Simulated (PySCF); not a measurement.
InCl2, SMILES [Cl][In+][Cl], charge +1. The structure is a stationary point at PBE-D3(BJ)/def2-TZVP. The spin state was assumed, not searched. The isomer is the one that the SMILES or the coordinates give; other isomers of the formula were not compared. The def2 effective core potentials stand for the cores of In; spin–orbit coupling is left out.

Computed with PBE-D3(BJ)/def2-TZVP (PySCF).

Harmonic wavenumbers (cm⁻¹): 88, 88, 363, 479. Rotational constants (GHz): 1.442 (linear); symmetry number 2.

Work out the zero-point energy and the ideal-gas rigid-rotor harmonic-oscillator thermochemistry at 298.15 K and 1 atm.

ZPE = ½ Σ hcν = ½ × 1018 cm⁻¹ = 6.09 kJ/mol. H − E(el) = 20.29 kJ/mol. Entropy in J/(mol K): translation 173.90, rotation 72.13, vibration 38.66, total 284.69. G − E(el) = -64.59 kJ/mol. Cp = 57.38 J/(mol K). Modes under 150 cm⁻¹ make the vibrational entropy uncertain.
